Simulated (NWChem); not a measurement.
System: C$_{3}$H$_{11}$OSi$_{2}$, doublet; SMILES C[SiH](C)O[SiH]C

The following NWChem deck was run.

```
start job
memory heap 200 mb stack 900 mb global 1100 mb
geometry units angstroms noautosym nocenter noautoz
  C      0.977150    -2.591192     0.161543
  Si    -0.782153    -1.887640     0.088885
  O     -0.750976    -0.231060    -0.196664
  Si    -0.122950     1.189987     0.464728
  C     -1.092343     2.625973    -0.257374
  C      1.709446     1.317783     0.047932
  H      1.539431    -2.310757    -0.755266
  H      0.944908    -3.697979     0.227970
  H      1.534499    -2.210366     1.041128
  H     -1.538588    -2.505374    -1.067813
  H     -0.296201     1.142860     1.963574
  H     -0.732927     3.591314     0.154851
  H     -0.980370     2.658023    -1.360384
  H     -2.171995     2.531954    -0.024556
  H      2.144312     2.250499     0.463465
  H      2.278670     0.462024     0.464466
  H      1.861508     1.328129    -1.050933
end
basis spherical
  * library 6-31g*
end
dft
  odft
  mult 2
  xc hfexch
  iterations 150
  mulliken
end
task dft energy
esp
  recalculate
  probe 0.07
  range 0.3
  factor 1.0
  spacing 0.02
end
task esp
```

Output (shortened):

```
             Northwest Computational Chemistry Package (NWChem) 7.3.0
             --------------------------------------------------------

                             Geometry "geometry" -> ""
                             -------------------------

 Output coordinates in angstroms (scale by  1.889725989 to convert to a.u.)

  No.       Tag          Charge          X              Y              Z
 ---- ---------------- ---------- -------------- -------------- --------------
    1 C                    6.0000     0.97715000    -2.59119200     0.16154300
    2 Si                  14.0000    -0.78215300    -1.88764000     0.08888500
    3 O                    8.0000    -0.75097600    -0.23106000    -0.19666400
    4 Si                  14.0000    -0.12295000     1.18998700     0.46472800
    5 C                    6.0000    -1.09234300     2.62597300    -0.25737400
    6 C                    6.0000     1.70944600     1.31778300     0.04793200
    7 H                    1.0000     1.53943100    -2.31075700    -0.75526600
    8 H                    1.0000     0.94490800    -3.69797900     0.22797000
    9 H                    1.0000     1.53449900    -2.21036600     1.04112800
   10 H                    1.0000    -1.53858800    -2.50537400    -1.06781300
   11 H                    1.0000    -0.29620100     1.14286000     1.96357400
   12 H                    1.0000    -0.73292700     3.59131400     0.15485100
   13 H                    1.0000    -0.98037000     2.65802300    -1.36038400
   14 H                    1.0000    -2.17199500     2.53195400    -0.02455600
   15 H                    1.0000     2.14431200     2.25049900     0.46346500
   16 H                    1.0000     2.27867000     0.46202400     0.46446600
   17 H                    1.0000     1.86150800     1.32812900    -1.05093300

 Effective nuclear repulsion energy (a.u.)     368.5534303986

  xc_inp: hfexch multiplicative factor not found.

                                 NWChem DFT Module
                                 -----------------

 Summary of "ao basis" -> "ao basis" (spherical)
 ------------------------------------------------------------------------------
       Tag                 Description            Shells   Functions and Types
 ---------------- ------------------------------  ------  ---------------------
 C                           6-31g*                  6       14   3s2p1d
 Si                          6-31g*                  8       18   4s3p1d
 O                           6-31g*                  6       14   3s2p1d
 H                           6-31g*                  2        2   2s

            General Information
            -------------------
          SCF calculation type: DFT
          Wavefunction type:  spin polarized.
          No. of atoms     :    17
          No. of electrons :    65
           Alpha electrons :    33
            Beta electrons :    32
          Charge           :     0
          Spin multiplicity:     2
          Use of symmetry is: off; symmetry adaption is: off
          Maximum number of iterations: 150
          AO basis - number of functions:   114
                     number of shells:    62
          Convergence on energy requested:  1.00D-06
          Convergence on density requested:  1.00D-05
          Convergence on gradient requested:  5.00D-04

              XC Information
              --------------
                     Hartree-Fock (Exact) Exchange  1.000

      Superposition of Atomic Density Guess
      -------------------------------------

 Sum of atomic energies:        -770.85028765

      Non-variational initial energy
      ------------------------------

 Total energy =    -773.704238
 1-e energy   =   -1794.474355
 2-e energy   =     652.216686
 HOMO         =      -0.125151
 LUMO         =       0.053983

     ---------------------------------------------
      Total Density - Mulliken Population Analysis
     ---------------------------------------------

    Atom       Charge   Shell Charges
 -----------   ------   -------------------------------------------------------
    1 C    6     6.97   2.00  0.72  2.06  0.73  1.44  0.02
    2 Si  14    13.21   2.00  2.00  5.97  0.97  1.26  0.40  0.47  0.14
    3 O    8     9.04   2.00  0.93  3.17  0.90  2.03  0.01
    4 Si  14    12.93   2.00  2.00  5.97  0.90  1.38  0.20  0.29  0.20
    5 C    6     6.99   2.00  0.72  2.09  0.72  1.43  0.02
    6 C    6     6.99   2.00  0.72  2.09  0.73  1.44  0.02
    7 H    1     0.74   0.45  0.30
    8 H    1     0.74   0.45  0.29
    9 H    1     0.75   0.45  0.30
   10 H    1     1.08   0.46  0.62
   11 H    1     1.10   0.47  0.62
   12 H    1     0.74   0.45  0.29
   13 H    1     0.75   0.45  0.30
   14 H    1     0.74   0.45  0.29
   15 H    1     0.74   0.45  0.29
   16 H    1     0.74   0.45  0.29
   17 H    1     0.75   0.45  0.30

     --------------------------------------------
      Spin Density - Mulliken Population Analysis
     --------------------------------------------

    Atom       Charge   Shell Charges
 -----------   ------   -------------------------------------------------------
    1 C    6     0.07   0.00  0.01  0.04  0.00  0.02  0.00
    2 Si  14     0.77   0.00  0.00  0.00  0.08  0.30  0.13  0.26  0.00
    3 O    8     0.04   0.00  0.00  0.04 -0.00  0.00  0.00
    4 Si  14     0.01   0.00 -0.00  0.00 -0.00  0.00  0.00 -0.00  0.00
    5 C    6     0.00   0.00  0.00  0.00 -0.00 -0.00  0.00
    6 C    6     0.00   0.00  0.00  0.00 -0.00  0.00  0.00
    7 H    1     0.03   0.01  0.02
    8 H    1     0.00   0.00  0.00
    9 H    1     0.00   0.00 -0.00
   10 H    1     0.07   0.03  0.05
   11 H    1     0.00   0.00  0.00
   12 H    1     0.00   0.00  0.00
   13 H    1     0.00   0.00 -0.00
   14 H    1    -0.00  -0.00 -0.00
   15 H    1     0.00   0.00  0.00
   16 H    1     0.00  -0.00  0.00
   17 H    1     0.00   0.00 -0.00

   convergence    iter        energy       DeltaE   RMS-Dens  Diis-err
 ---------------- ----- ----------------- --------- --------- ---------
 d= 0,ls=0.0,diis     1   -772.6634115630 -1.14D+03  3.77D-03  1.78D-01
                                                     3.00D-03  1.76D-01
 d= 0,ls=0.0,diis     2   -772.7466024774 -8.32D-02  1.37D-03  5.90D-02
                                                     1.18D-03  5.67D-02
 d= 0,ls=0.0,diis     3   -772.7711402395 -2.45D-02  7.33D-04  3.62D-03
                                                     5.04D-04  3.77D-03
 d= 0,ls=0.0,diis     4   -772.7740143952 -2.87D-03  1.85D-04  1.60D-04
                                                     1.21D-04  1.58D-04
 d= 0,ls=0.0,diis     5   -772.7742109995 -1.97D-04  1.08D-04  2.10D-05
                                                     7.54D-05  3.30D-05
  Resetting Diis
 d= 0,ls=0.0,diis     6   -772.7742630792 -5.21D-05  4.91D-05  3.28D-06
                                                     3.55D-05  4.22D-06
 d= 0,ls=0.0,diis     7   -772.7742721786 -9.10D-06  8.70D-06  4.79D-07
                                                     7.29D-06  5.44D-07
 d= 0,ls=0.0,diis     8   -772.7742729669 -7.88D-07  1.14D-05  2.04D-07
                                                     9.29D-06  2.04D-07
 d= 0,ls=0.0,diis     9   -772.7742734820 -5.15D-07  3.70D-06  3.13D-08
                                                     3.10D-06  3.78D-08

         Total DFT energy =     -772.774273481964
      One electron energy =    -1800.045000153194
           Coulomb energy =      727.273996973698
    Exchange-Corr. energy =      -68.556700701091
 Nuclear repulsion energy =      368.553430398623

 Numeric. integr. density =        0.000000000000

                    DFT Final Alpha Molecular Orbital Analysis
                    ------------------------------------------

 Vector   31  Occ=1.000000D+00  E=-4.381069D-01
              MO Center=  8.3D-02,  1.1D+00,  7.6D-01, r^2= 3.7D+00
   Bfn.  Coefficient  Atom+Function         Bfn.  Coefficient  Atom+Function
  ----- ------------  ---------------      ----- ------------  ---------------
   102      0.349642  11 H  s                55      0.282182   4 Si pz
   101      0.241323  11 H  s                81      0.217458   6 C  px
    37     -0.185685   3 O  pz               41     -0.164830   3 O  pz
    85      0.163808   6 C  px               53     -0.126712   4 Si px
    51     -0.114759   4 Si pz               69     -0.111048   5 C  pz

 Vector   32  Occ=1.000000D+00  E=-4.211796D-01
              MO Center= -3.4D-02,  6.6D-01, -2.8D-02, r^2= 5.5D+00
   Bfn.  Coefficient  Atom+Function         Bfn.  Coefficient  Atom+Function
  ----- ------------  ---------------      ----- ------------  ---------------
    81      0.264730   6 C  px               35      0.258631   3 O  px
    53     -0.245882   4 Si px               39      0.232690   3 O  px
    68     -0.206810   5 C  py               85      0.188246   6 C  px
    67      0.155803   5 C  px                3      0.144169   1 C  px
    72     -0.139009   5 C  py              100      0.139334  10 H  s

 Vector   33  Occ=1.000000D+00  E=-3.120181D-01
              MO Center= -9.0D-01, -1.9D+00,  4.2D-01, r^2= 2.7D+00
   Bfn.  Coefficient  Atom+Function         Bfn.  Coefficient  Atom+Function
  ----- ------------  ---------------      ----- ------------  ---------------
    24      0.516969   2 Si s                23      0.449488   2 Si pz
    27      0.285754   2 Si pz               21     -0.259775   2 Si px
   100     -0.241347  10 H  s                20      0.196926   2 Si s
    41     -0.189976   3 O  pz               37     -0.178174   3 O  pz
     6     -0.176030   1 C  s                 7      0.172366   1 C  px

 Vector   34  Occ=0.000000D+00  E= 1.550666D-01
              MO Center= -9.5D-01, -1.7D+00,  2.0D-01, r^2= 5.7D+00
   Bfn.  Coefficient  Atom+Function         Bfn.  Coefficient  Atom+Function
  ----- ------------  ---------------      ----- ------------  ---------------
    26      1.210431   2 Si py               38     -0.700492   3 O  s
     6      0.462828   1 C  s                56     -0.338642   4 Si s
   100      0.262609  10 H  s                25     -0.211510   2 Si px
    22      0.202804   2 Si py               57     -0.199380   4 Si px
   110      0.172853  15 H  s               104      0.170848  12 H  s

 Vector   35  Occ=0.000000D+00  E= 1.805803D-01
              MO Center=  2.1D-02, -1.3D+00,  4.9D-01, r^2= 6.3D+00
   Bfn.  Coefficient  Atom+Function         Bfn.  Coefficient  Atom+Function
  ----- ------------  ---------------      ----- ------------  ---------------
     6      1.414567   1 C  s                25     -1.067285   2 Si px
    58      0.495804   4 Si py               24     -0.472617   2 Si s
    84      0.434294   6 C  s               100     -0.391289  10 H  s
    98     -0.352167   9 H  s                70     -0.335105   5 C  s
    94     -0.298831   7 H  s                38      0.276018   3 O  s

 Vector   36  Occ=0.000000D+00  E= 1.981538D-01
              MO Center=  3.7D-01,  1.9D+00,  4.1D-01, r^2= 6.7D+00
   Bfn.  Coefficient  Atom+Function         Bfn.  Coefficient  Atom+Function
  ----- ------------  ---------------      ----- ------------  ---------------
    84     -1.330965   6 C  s                70     -1.286432   5 C  s
    58      1.258255   4 Si py               56      0.763667   4 Si s
    26      0.542055   2 Si py               57      0.452707   4 Si px
    24      0.449894   2 Si s               112      0.413805  16 H  s
   114      0.378301  17 H  s               108      0.322248  14 H  s

                     DFT Final Beta Molecular Orbital Analysis
                     -----------------------------------------

 Vector   30  Occ=1.000000D+00  E=-4.417545D-01
              MO Center= -4.0D-01,  7.2D-02, -1.4D-02, r^2= 7.4D+00
   Bfn.  Coefficient  Atom+Function         Bfn.  Coefficient  Atom+Function
  ----- ------------  ---------------      ----- ------------  ---------------
    68      0.214898   5 C  py                3      0.209353   1 C  px
    21     -0.210172   2 Si px              100      0.199483  10 H  s
    54     -0.166744   4 Si py               53      0.162603   4 Si px
    67     -0.162247   5 C  px                7      0.152412   1 C  px
    99      0.149345  10 H  s                72      0.145807   5 C  py

 Vector   31  Occ=1.000000D+00  E=-4.323296D-01
              MO Center=  1.3D-01,  7.5D-01,  6.3D-01, r^2= 4.0D+00
   Bfn.  Coefficient  Atom+Function         Bfn.  Coefficient  Atom+Function
  ----- ------------  ---------------      ----- ------------  ---------------
   102      0.336075  11 H  s                55      0.245182   4 Si pz
    37     -0.242697   3 O  pz               81      0.241932   6 C  px
   101      0.222028  11 H  s                41     -0.220282   3 O  pz
    85      0.183650   6 C  px               53     -0.153691   4 Si px
    84     -0.116616   6 C  s                21      0.110447   2 Si px

 Vector   32  Occ=1.000000D+00  E=-4.158076D-01
              MO Center= -6.7D-02, -2.0D-01, -6.9D-02, r^2= 6.2D+00
   Bfn.  Coefficient  Atom+Function         Bfn.  Coefficient  Atom+Function
  ----- ------------  ---------------      ----- ------------  ---------------
    35      0.273703   3 O  px               39      0.249287   3 O  px
    81      0.223694   6 C  px                3      0.213589   1 C  px
    53     -0.200625   4 Si px              100      0.182652  10 H  s
    21     -0.174778   2 Si px                7      0.168481   1 C  px
    68     -0.168202   5 C  py               85      0.159700   6 C  px

[...]

                     NWChem Electrostatic Potential Fit Module
                     -----------------------------------------

 Atom parameters

 Number of atoms is                                   17
 Number of basis functions is                        114

 Grid parameters

 Maximum number of grid points is                  61701
 Number of grid points is                          61700
 Grid range                                     0.300000 nm
 Grid spacing                                   0.020000 nm
 Probe radius                                   0.070000 nm
 Atom radius factor                             1.000000

 Atomic radii

    1    0.100000
    6    0.147000
    8    0.136000
   14    0.187000
 FASTESP  F
  using M.O. file = ./job.movecs

    Atom              Coordinates                           Charge

                                                  ESP

    1 C     0.097715   -0.259119    0.016154    0.009706
    2 Si   -0.078215   -0.188764    0.008889    0.236479
    3 O    -0.075098   -0.023106   -0.019666   -0.515421
    4 Si   -0.012295    0.118999    0.046473    1.009918
    5 C    -0.109234    0.262597   -0.025737   -0.533367
    6 C     0.170945    0.131778    0.004793   -0.373712
    7 H     0.153943   -0.231076   -0.075527    0.020502
    8 H     0.094491   -0.369798    0.022797   -0.015085
    9 H     0.153450   -0.221037    0.104113   -0.010727
   10 H    -0.153859   -0.250537   -0.106781   -0.070024
   11 H    -0.029620    0.114286    0.196357   -0.254934
   12 H    -0.073293    0.359131    0.015485    0.099780
   13 H    -0.098037    0.265802   -0.136038    0.107910
   14 H    -0.217200    0.253195   -0.002456    0.102551
   15 H     0.214431    0.225050    0.046347    0.044288
   16 H     0.227867    0.046202    0.046447    0.073197
   17 H     0.186151    0.132813   -0.105093    0.068940
                                            ------------
                                               -0.000000

 Dipole moment                                  0.433092

 Quadrupole moment Qxx                         -1.610453
                   Qyy                          4.839899
                   Qzz                         -3.229446

 RMS deviation kJ/mol                           0.056603

 RRMS %                                        54.701107
```

Level: UHF/6-31G* (spherical d). Geometry: optimised at PBE-D3(BJ)/def2-SVP, spin-unrestricted. No frequency run checked for a minimum. No stability test was run on the SCF state.
